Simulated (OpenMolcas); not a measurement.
An atom or ion with 12 electrons was computed by SS-CASPT2, IPEA 0.25 Eh, imaginary shift 0.1 Eh with spin-orbit coupling (OpenMolcas, ANO-RCC-VTZP, DKH2). The lowest levels that the run gave, each within 12 % of the measured value where one is at hand:

```
J  Parity  E (cm⁻¹)      g
0    even       0.0       
0     odd     67301       
1     odd     67500  1.501
2     odd     67905  1.501
1     odd    108029  1.000
0    even    165127       
2    even    165294  1.146
1    even    165332  1.501
2    even    165900  1.355
```

Q: Which ion is it, and what are the configurations and terms?

A: P3+ (Z = 15, charge +3; active space 2 electrons in 8 orbitals (3s 3p 4s 4p)). J, parity and g give the terms where levels are pure, and mixed ones are named by the computed weights; the size of the splittings, set against known spectra of the 12-electron sequence, gives the charge. In order, with the measured energies in cm⁻¹ (Martin, Zalubas and Musgrove, J. Phys. Chem. Ref. Data 14, 751 (1985)): 3s² ¹S₀, 3s 3p ³P°₀ (67918), 3s 3p ³P°₁ (68146), 3s 3p ³P°₂ (68615), 3s 3p ¹P°₁, 3p² ³P₀ (164941), 3p² ¹D₂ [71 %] (158142), 3p² ³P₁ (165185), 3p² ³P₂ [71 %] (165654).

Over all roots computed the reference weight is 0.90 to 1.00; the roots of lowest weight are the least certain, and an intruder state may touch them. Some levels mix across a computed gap that differs much from the measured one, so their mixing is not that of the real levels. Active for correlation alone: 4p 4s; no level in the range computed is led by a configuration that fills them, so any true level of that kind is missing. The ¹D term of p² mixes with s d, which this space lacks. Measured partners are found by configuration, term and J. A level has none where our copy of the source lacks it or the pairing is in doubt (some pairs that miss far off the trend of their configuration count as doubtful), and it then counts in no deviation. Levels of configurations outside the active space are missing.

A share in square brackets marks a mixed level and gives the weight of the term that names it. ° marks odd parity.
